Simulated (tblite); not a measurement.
C4H12GeO2Si.
Numbering: `[CH3:1][C:2](=[O:3])[O:4][C@H:5]([CH3:6])[GeH2:7][SiH3:8]` (hydrogens: H9, H10, H11 on C1; H12 on C5; H13, H14, H15 on C6; H16, H17 on Ge7; H18, H19, H20 on Si8)

Computed with GFN2-xTB (tblite), gas phase: L-BFGS steps from a force-field or distance-geometry start until the largest atomic force falls under 0.01 eV/Å.

Step 152: E = -720.9422 eV
```
atom  x, y, z in Å  |  force x, y, z in eV/Å
C1      2.7200    1.5620   -0.5057   -0.015  -0.003   0.018
C2      1.3537    0.9916   -0.2380    0.002  -0.013  -0.024
O3      0.3199    1.6162   -0.3492   -0.009   0.043   0.020
O4      1.3945   -0.2701    0.1192    0.016  -0.043  -0.029
C5      0.1293   -0.9078    0.3587   -0.002  -0.001  -0.012
C6      0.3676   -2.4039    0.3791   -0.005  -0.005   0.007
Ge7    -1.2733   -0.3301   -0.9903   -0.033  -0.006   0.029
Si8    -2.9140    1.0946   -0.1120    0.027   0.001  -0.014
H9      2.7639    1.9038   -1.5376   -0.007  -0.003   0.010
H10     3.4788    0.8055   -0.3302    0.002   0.014  -0.003
H11     2.8878    2.4201    0.1401    0.001   0.016   0.008
H12    -0.2023   -0.5809    1.3543   -0.006   0.016  -0.004
H13    -0.5866   -2.9065    0.5159    0.009  -0.043   0.020
H14     0.7987   -2.7246   -0.5673   -0.013   0.007   0.008
H15     1.0397   -2.6860    1.1884    0.025  -0.003  -0.021
H16    -1.8606   -1.6963   -1.3809   -0.011  -0.012   0.015
H17    -0.5590   -0.0097   -2.2872    0.010   0.017   0.000
H18    -3.1770    2.2531   -0.9598    0.008   0.006  -0.011
H19    -4.1603    0.3357    0.0322   -0.005   0.005  -0.015
H20    -2.5260    1.5442    1.2251    0.007   0.009  -0.003
```

Step 153: E = -720.9426 eV
```
atom  x, y, z in Å  |  force x, y, z in eV/Å
C1      2.7177    1.5649   -0.5036   -0.009  -0.004   0.015
C2      1.3522    0.9908   -0.2392    0.017  -0.039  -0.029
O3      0.3183    1.6137   -0.3549   -0.032   0.051   0.021
O4      1.3938   -0.2709    0.1199    0.017  -0.030  -0.033
C5      0.1289   -0.9104    0.3588   -0.002   0.016  -0.016
C6      0.3682   -2.4064    0.3773   -0.005   0.010   0.005
Ge7    -1.2758   -0.3350   -0.9894   -0.026   0.010   0.033
Si8    -2.9099    1.0980   -0.1131    0.016  -0.003  -0.026
H9      2.7642    1.9097   -1.5342   -0.016  -0.007   0.005
H10     3.4801    0.8127   -0.3276   -0.001   0.000   0.001
H11     2.8804    2.4224    0.1438    0.003   0.028   0.020
H12    -0.2023   -0.5836    1.3547   -0.007   0.009  -0.007
H13    -0.5858   -2.9094    0.5130    0.011  -0.046   0.015
H14     0.8015   -2.7243   -0.5689   -0.018   0.002   0.007
H15     1.0396   -2.6881    1.1866    0.036  -0.012  -0.008
H16    -1.8661   -1.7006   -1.3730   -0.015  -0.024   0.011
H17    -0.5638   -0.0197   -2.2885    0.013   0.016  -0.004
H18    -3.1723    2.2569   -0.9611    0.015   0.000  -0.007
H19    -4.1600    0.3452    0.0323    0.001   0.007  -0.011
H20    -2.5142    1.5448    1.2221    0.003   0.015   0.007
```

Step 154: E = -720.9431 eV
```
atom  x, y, z in Å  |  force x, y, z in eV/Å
C1      2.7158    1.5680   -0.5001   -0.005  -0.006   0.008
C2      1.3508    0.9899   -0.2408    0.012  -0.028  -0.039
O3      0.3167    1.6119   -0.3606   -0.035   0.046   0.025
O4      1.3924   -0.2715    0.1182    0.017  -0.043  -0.023
C5      0.1278   -0.9129    0.3575   -0.005   0.029  -0.018
C6      0.3691   -2.4087    0.3762    0.000   0.026   0.011
Ge7    -1.2797   -0.3405   -0.9892   -0.009   0.019   0.018
Si8    -2.9054    1.1013   -0.1141   -0.001  -0.004  -0.030
H9      2.7650    1.9155   -1.5294   -0.024  -0.007  -0.007
H10     3.4818    0.8197   -0.3246   -0.003  -0.015   0.009
H11     2.8743    2.4251    0.1483    0.000   0.034   0.032
H12    -0.2038   -0.5854    1.3534   -0.001   0.003  -0.013
H13    -0.5839   -2.9135    0.5121    0.012  -0.045   0.012
H14     0.8039   -2.7249   -0.5696   -0.020  -0.005  -0.001
H15     1.0411   -2.6882    1.1853    0.039  -0.018  -0.001
H16    -1.8730   -1.7057   -1.3672   -0.016  -0.028   0.011
H17    -0.5700   -0.0298   -2.2913    0.011   0.014   0.003
H18    -3.1670    2.2609   -0.9618    0.021  -0.003  -0.004
H19    -4.1598    0.3548    0.0334    0.009   0.010  -0.007
H20    -2.5012    1.5447    1.2193   -0.002   0.020   0.013
```

**Question.** Estimate the geometry and energy of step 155. (The exact step hangs on the optimiser's Hessian estimate; all steps are aligned on step 154, rigid shifts and turns removed.)

**Answer.** E = -720.9437 eV, largest force 0.082 eV/Å
```
atom  x, y, z in Å  |  force x, y, z in eV/Å
C1      2.7129    1.5699   -0.4974    0.016  -0.002  -0.002
C2      1.3488    0.9889   -0.2416    0.031  -0.043  -0.029
O3      0.3154    1.6110   -0.3632   -0.065   0.042   0.027
O4      1.3908   -0.2731    0.1170    0.006  -0.025  -0.022
C5      0.1266   -0.9158    0.3575   -0.010   0.035  -0.017
C6      0.3710   -2.4112    0.3757   -0.002   0.031   0.006
Ge7    -1.2838   -0.3450   -0.9870    0.014   0.019  -0.001
Si8    -2.9021    1.1046   -0.1160   -0.018   0.001  -0.026
H9      2.7632    1.9190   -1.5259   -0.028  -0.004  -0.019
H10     3.4821    0.8251   -0.3230   -0.004  -0.029   0.017
H11     2.8694    2.4274    0.1509   -0.008   0.033   0.040
H12    -0.2056   -0.5879    1.3534    0.009  -0.002  -0.017
H13    -0.5798   -2.9208    0.5129    0.022  -0.031   0.008
H14     0.8065   -2.7243   -0.5707   -0.025  -0.012  -0.003
H15     1.0460   -2.6887    1.1829    0.039  -0.020   0.007
H16    -1.8784   -1.7088   -1.3641   -0.019  -0.036   0.013
H17    -0.5759   -0.0348   -2.2902    0.013   0.012   0.004
H18    -3.1604    2.2640   -0.9651    0.025  -0.004  -0.002
H19    -4.1611    0.3659    0.0331    0.013   0.010  -0.004
H20    -2.4908    1.5455    1.2157   -0.008   0.026   0.020
```

The energy changes by -0.0006 eV. The first-order estimate −F·Δx gives -0.0008 eV and the mean of the old and new forces, exact on a quadratic surface, -0.0006 eV. The step makes an angle of 79° with the force vector and moves no atom by more than 0.011 Å.

What follows is the cost of the whole relaxation. On one thread of an Arm Neoverse N1, shared host with 64 logical CPUs at a one-minute load of 61, this took 3.2 s of wall time.
